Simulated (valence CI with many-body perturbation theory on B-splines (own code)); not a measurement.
**E1 line list for Nb XXXVII**

Method: valence CI with perturbative core correlation (CI+MBPT): three valence electrons over a frozen Dirac-Fock core [He], radial functions for each j: 11 s, 11 p, 9 d, 7 f, 5 g, 2 h, 1 i, with the one-electron correlation potential Σ1, the two-electron term Σ2, the three-electron term Σ3, Breit, model QED; selected CI, second order for the rest (own B-spline code, finite nucleus).

No measured spectrum was set against this ion. As an estimate, large intervals hold to a few tenths of a per cent, small ones and those within an open d or f shell to about a per cent.

Lines 51 to 100 of 266 in falling wavelength, among levels below 26089 × 10³ cm⁻¹, chosen from the strongest by gf and those to the six lowest levels. Wavelengths and rates use the calculated energies. Electric multipoles are in the length gauge, E1 and E2 with the static RPA response of the core. Weak lines are less certain than strong ones. Lines between different terms over intervals too small for the method are left out, as are lines whose strength nearly cancels. The highest levels of a list are the least certain.

Levels are named by their leading jj configuration (3d3/2^4 stands for four electrons in 3d with j = 3/2), which in mixed levels can hold well under half, so a name can repeat and another be missing. Letters in brackets count levels of one name in rising energy.

```csv
λ vac (Å),Upper,Lower,A (s⁻¹),S (a.u.)
66.03,(2p3/2^2 3s) J=5/2,(2s 2p3/2 3s) J=3/2 [b],2.35e+10,2.01e-02
61.06,(2p1/2 2p3/2^2) J=3/2,(2s 2p1/2 2p3/2) J=1/2,4.92e+10,2.21e-02
60.82,(2s 2p3/2^2) J=5/2,(2s^2 2p3/2) J=3/2,2.48e+10,1.65e-02
59.32,(2p1/2 2p3/2^2) J=3/2,(2s 2p1/2 2p3/2) J=3/2 [b],1.51e+10,6.23e-03
55.96,(2p3/2^3) J=3/2,(2s 2p3/2^2) J=3/2,1.54e+11,5.33e-02
55.55,(2p1/2 2p3/2 3d3/2) J=7/2,(2s 2p1/2 3d5/2) J=5/2 [a],2.55e+10,1.72e-02
55.37,(2p1/2 2p3/2^2) J=5/2,(2s 2p1/2 2p3/2) J=3/2 [b],5.13e+10,2.58e-02
55.16,(2p1/2 2p3/2 3d5/2) J=9/2,(2s 2p1/2 3d5/2) J=7/2,3.74e+10,3.10e-02
54.81,(2p1/2 2p3/2 3p3/2) J=7/2,(2s 2p1/2 3p3/2) J=5/2,5.10e+10,3.31e-02
54.76,(2p1/2 2p3/2 3p3/2) J=5/2 [a],(2s 2p1/2 3p3/2) J=3/2 [a],5.02e+10,2.44e-02
53.89,(2s 2p3/2 3d5/2) J=7/2 [b],(2s^2 3d5/2) J=5/2,7.93e+10,4.90e-02
53.39,(2p1/2 2p3/2 3d3/2) J=3/2,(2s 2p1/2 3d3/2) J=3/2 [a],5.73e+10,1.72e-02
53.19,(2s 2p3/2 3p3/2) J=5/2 [b],(2s^2 3p3/2) J=3/2,9.02e+10,4.02e-02
53.10,(2p1/2 2p3/2 3p1/2) J=5/2,(2s 2p1/2 3p1/2) J=3/2,5.11e+10,2.27e-02
53.08,(2p1/2 2p3/2 3s) J=5/2,(2s 2p1/2 3s) J=3/2,3.75e+10,1.66e-02
52.81,(2s 2p3/2 3d3/2) J=5/2 [b],(2s^2 3d3/2) J=3/2,7.92e+10,3.45e-02
52.33,(2s 2p3/2 3d3/2) J=3/2 [b],(2s^2 3d3/2) J=3/2,1.03e+11,2.90e-02
52.32,(2s 2p3/2 3s) J=1/2,(2s^2 3s) J=1/2,1.22e+11,1.72e-02
52.23,(2s 2p3/2 3p3/2) J=3/2 [b],(2s^2 3p3/2) J=3/2,8.46e+10,2.38e-02
52.22,(2s 2p3/2 3p1/2) J=1/2,(2s^2 3p1/2) J=1/2,1.25e+11,1.76e-02
52.09,(2s 2p3/2 3d5/2) J=5/2 [b],(2s^2 3d5/2) J=5/2,1.11e+11,4.64e-02
51.95,(2s 2p3/2 3p1/2) J=3/2 [b],(2s^2 3p1/2) J=1/2,1.03e+11,2.85e-02
51.78,(2s 2p3/2 3s) J=3/2 [b],(2s^2 3s) J=1/2,1.12e+11,3.07e-02
51.35,(2s 2p3/2 3d5/2) J=3/2 [b],(2s^2 3d5/2) J=5/2,1.29e+11,3.46e-02
51.05,(2s 2p3/2 3d3/2) J=1/2 [b],(2s^2 3d3/2) J=3/2,1.23e+11,1.62e-02
50.67,(2s 2p1/2 2p3/2) J=3/2 [b],(2s^2 2p1/2) J=1/2,1.00e+11,2.57e-02
50.23,(2p1/2 2p3/2^2) J=3/2,(2s 2p1/2 2p3/2) J=5/2,1.30e+10,3.25e-03
49.47,(2s 2p1/2 2p3/2) J=1/2,(2s^2 2p1/2) J=1/2,1.68e+11,2.01e-02
49.13,(2p1/2 2p3/2^2) J=1/2,(2s 2p1/2 2p3/2) J=3/2 [b],1.59e+11,1.86e-02
48.31,(2s 2p3/2^2) J=1/2,(2s^2 2p3/2) J=3/2,1.42e+11,1.58e-02
48.08,(2s 2p3/2^2) J=3/2,(2s^2 2p3/2) J=3/2,2.17e+11,4.76e-02
47.81,(2p1/2^2 2p3/2) J=3/2,(2s 2p1/2^2) J=1/2,7.05e+10,1.52e-02
47.36,(2p1/2 2p3/2^2) J=5/2,(2s 2p1/2 2p3/2) J=5/2,6.46e+10,2.03e-02
46.07,(2p1/2 2p3/2^2) J=3/2,(2s 2p1/2 2p3/2) J=3/2 [a],8.32e+10,1.61e-02
36.21,(2p3/2^3) J=3/2,(2s 2p1/2 2p3/2) J=3/2 [b],9.23e+09,8.66e-04
35.75,(2p1/2 2p3/2^2) J=3/2,(2s 2p1/2^2) J=1/2,5.38e+09,4.85e-04
33.92,(2s 2p3/2^2) J=3/2,(2s^2 2p1/2) J=1/2,9.94e+09,7.66e-04
4.768,(2s^2 3p1/2) J=1/2,(2s 2p1/2 2p3/2) J=3/2 [b],7.05e+11,7.54e-05
4.700,(2s 2p1/2 3s) J=1/2 [a],(2s 2p1/2 2p3/2) J=3/2 [b],7.40e+11,7.59e-05
4.674,(2s 2p1/2 3s) J=3/2,(2s 2p1/2 2p3/2) J=3/2 [b],1.18e+12,2.37e-04
4.654,(2s 2p1/2 3s) J=1/2 [b],(2s 2p1/2 2p3/2) J=3/2 [b],8.03e+12,7.99e-04
4.648,(2s^2 3p3/2) J=3/2,(2s 2p1/2 2p3/2) J=5/2,1.72e+12,3.40e-04
4.644,(2p1/2 2p3/2 3s) J=3/2 [b],(2p1/2 2p3/2^2) J=5/2,9.20e+12,1.82e-03
4.627,(2s 2p3/2 3s) J=3/2 [b],(2s 2p3/2^2) J=3/2,7.67e+12,1.50e-03
4.608,(2s 2p1/2 3s) J=3/2,(2s 2p1/2 2p3/2) J=5/2,9.72e+12,1.88e-03
4.606,(2s 2p3/2 3s) J=3/2 [a],(2s 2p3/2^2) J=5/2,1.27e+13,2.46e-03
4.596,(2s^2 3s) J=1/2,(2s^2 2p3/2) J=3/2,1.40e+13,1.34e-03
4.595,(2s 2p1/2 3s) J=1/2 [a],(2s 2p1/2 2p3/2) J=3/2 [a],1.45e+13,1.39e-03
4.570,(2s 2p1/2 3s) J=3/2,(2s 2p1/2 2p3/2) J=3/2 [a],1.35e+12,2.55e-04
4.536,(2s 2p1/2 3d3/2) J=3/2 [a],(2s 2p1/2 2p3/2) J=3/2 [b],6.77e+12,1.25e-03
```
